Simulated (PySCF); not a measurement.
C₇H₈O₂S.
Numbering: `[CH:1]#[C:2][C:3]1=[CH:4][S:5](=[O:6])(=[O:7])[CH2:8][CH2:9][CH2:10]1`

Structure used (GFN2-xTB), in Å, numbered top down from 1:
```
atom  x, y, z in Å
C1     3.6360   -0.0873   -0.5310
C2     2.4541    0.0235   -0.3504
C3     1.0549    0.1187   -0.1327
C4     0.4692    1.3112   -0.0689
S5    -1.2883    1.5126    0.1549
O6    -1.5454    1.8091    1.5390
O7    -1.7579    2.4521   -0.8268
C8    -1.9270   -0.1484   -0.2083
C9    -1.0554   -1.0906    0.5950
C10    0.3426   -1.1992   -0.0065
H11    4.6703   -0.1680   -0.6892
H12    1.0110    2.2357   -0.1685
H13   -1.8542   -0.3000   -1.2816
H14   -2.9669   -0.1676    0.1057
H15   -0.9898   -0.6949    1.6114
H16   -1.5038   -2.0858    0.6445
H17    0.2837   -1.6505   -1.0035
H18    0.9580   -1.8643    0.6053
```

NICS is the negative of the GIAO shielding at a point without a nucleus: at the ring centre (0) and 1 Å above and below it (1); zz is the component along the ring normal. Level: GIAO PBE0/pcSseg-1 (PySCF, non-relativistic, gas phase) on the GFN2-xTB geometry, one conformer.

Ring bond lengths (Å), with Mayer bond orders in brackets: C3–C4 1.330 (1.77), C4–S5 1.783 (0.88), S5–C8 1.816 (0.88), C8–C9 1.514 (1.00), C9–C10 1.526 (1.04), C10–C3 1.503 (1.02).

**Question.** What do the NICS probes read (ppm)?

**Answer.** 
| ring | type | NICS(0) | NICS(1), two faces | NICS(1)zz, two faces | rms pucker (Å) | centre to ring atoms, mean (Å) |
| --- | --- | --- | --- | --- | --- | --- |
| C3–C4–S5–C8–C9–C10 | 6-membered ring with S; formal bonds 1 double, 5 single | -1.6 | -2.0 / -2.3 | 2.6 / 3.5 | 0.24 | 1.53 |

**Question.** What can be read from them?

**Answer.** 
- C3–C4–S5–C8–C9–C10: mean NICS(1)zz 3.0 ppm, deshielded. S5, C8, C9, C10 have four or more neighbours; no verdict on aromaticity is drawn.

**Question.** List the ring angles and the Hirshfeld charges of the ring atoms.

**Answer.** 
- C3–C4–S5–C8–C9–C10: C3 125.0° (+0.027 e), C4 122.8° (-0.063 e), S5 102.6° (+0.511 e), C8 105.1° (-0.073 e), C9 111.3° (-0.068 e), C10 113.9° (-0.061 e); sum 680.6° against 720° for a flat convex ring.

**Question.** How shielded are the nuclei of the rings and their hydrogens (means over atoms taken as equivalent)?

**Answer.** 
| atoms | environment | σ isotropic (ppm) | principal values of the symmetric part, first atom (ppm) |
| --- | --- | --- | --- |
| C3 | fully substituted alkene carbon | 53.1 | -49.7, 53.7, 155.5 |
| C4 | alkene CH carbon | 38.0 | -64.7, 62.1, 116.6 |
| S5 | sulfonyl sulfur | 215.5 | 48.0, 187.2, 411.3 |
| C8 | sp3 carbon bound to sulfur | 127.8 | 106.9, 115.7, 160.8 |
| C9 | ring CH2 carbon | 163.0 | 156.8, 163.4, 169.0 |
| C10 | allylic carbon | 151.2 | 140.5, 153.1, 160.0 |
| H12 | vinylic hydrogen | 24.82 | 22.7, 23.8, 27.9 |
| H13 (×2) | methylene hydrogen | 28.82 | 26.2, 28.3, 32.5 |
| H15 (×2) | methylene hydrogen | 29.43 | 25.7, 28.3, 33.6 |
| H17 (×2) | methylene hydrogen | 29.41 | 25.7, 28.3, 34.4 |

On an Arm Neoverse V2 with one thread, no GPU, shared host, this took 35 s. This is the whole shielding run at PBE0/pcSseg-1, SCF included.
